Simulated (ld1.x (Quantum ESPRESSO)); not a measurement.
# Before and after: TM potential for calcium

```
Element                 : Ca (Z = 20)
Generator               : ld1.x (Quantum ESPRESSO) 7.5
Type                    : norm-conserving Troullier–Martins (Kleinman–Bylander form)
Functional              : PBE
Relativity              : fully relativistic
Frozen core             : [Ne] 3s2
Valence charge          : 8
Reference configuration : 3p6 3d0 4s2 4p0
Partial waves           : 4s (bound): rc 3.40 bohr; 3p (bound): rc 1.30 bohr; 3d (bound, empty): rc 2.20 bohr
Local potential         : all-electron potential smoothed inside 1.10 bohr (lloc = -2)
Core correction         : none
```

Open shells are filled in proportion to 2j + 1 (rel_dist='average').

Change: wave 3d (bound): rc 2.20 bohr becomes 3d (bound): rc 1.42 bohr.

Cutoffs: the cutoffs (Ry, on a coarse ladder) from which the occupation-weighted sum of valence levels, in a spherical-Bessel basis at the reference potential, stays within 10 and 1 mRy of its value at 400 Ry; they do not see the model core or the augmentation charge, which bear on the density cutoff. Errors are all-electron minus pseudo energies relative to the spin-unpolarised reference configuration.

Task: Predict the effect on cutoff, ghosts and configuration errors.

Result: The potential gets neither clearly harder nor softer (55 Ry and 70 Ry → 55 Ry and 70 Ry); both files keep a bound ghost (s); of the 6 tests that both files solve, the error grows in 2 and shrinks in 0 by more than 15 % and 0.3 meV (median size 19.2 → 25.8 meV); the range in which the d3/2 phases agree widens (upper end 0.8 → 3.7); the range in which the d5/2 phases agree widens (upper end 0.8 → 3.7).

| quantity | base | changed |
| --- | --- | --- |
| cutoff, loose | 55 Ry | 55 Ry |
| cutoff, tight | 70 Ry | 70 Ry |
| bound ghosts | s | s |
| tests counted (converged, no solver errors) | 6 of 7 | 6 of 7 |
| error for 3p6 3d0 4s1 4p0, meV [ΔE 6.31 eV] | +6.1 | +6.1 |
| error for 3p6 3d0 4s0 4p0, meV [ΔE 18.13 eV] | +45 | +45 |
| error for 3p6 3d0 4s1.5 4p0, meV [ΔE 2.50 eV] | +1.1 | +1.1 |
| error for 3p6 3d1 4s0 4p0, meV [ΔE 7.69 eV] | -41 | -69 |
| error for 3p6 3d1 4s1 4p0, meV [ΔE 2.28 eV] | -18 | -31 |
| error for 3p6 3d0 4s0 4p1, meV [ΔE 9.36 eV] | +20 | +20 |
| s: phases at 3.71 bohr within 0.05 rad from the reference energy up to (Ry; the scan ends near 5) | 1.1 | 1.1 |
| p1/2: phases at 3.71 bohr within 0.05 rad from the reference energy up to (Ry; the scan ends near 5) | 2.7 | 2.7 |
| p3/2: phases at 3.71 bohr within 0.05 rad from the reference energy up to (Ry; the scan ends near 5) | 2.8 | 2.8 |
| d3/2: phases at 3.71 bohr within 0.05 rad from the reference energy up to (Ry; the scan ends near 5) | 0.8 | 3.7 |
| d5/2: phases at 3.71 bohr within 0.05 rad from the reference energy up to (Ry; the scan ends near 5) | 0.8 | 3.7 |

Base: Tests not counted: 3p5 3d0 4s2 4p0 (solver errors, printed error +1.0 eV). ld1.x printed “convergence not achieved” for 3 of the counted tests; their residual had stalled under 1e-8, short of the target of 1e-14. Changed file: Tests not counted: 3p5 3d0 4s2 4p0 (solver errors, printed error +1.0 eV). ld1.x printed “convergence not achieved” for 3 of the counted tests; their residual had stalled under 1e-8, short of the target of 1e-14. A true bound ghost makes a file unfit for plane-wave use even where its test errors are small: the radial tests pick states by their node count and pass the ghost by. Where a test does run into it, the solver fails or the error is huge.
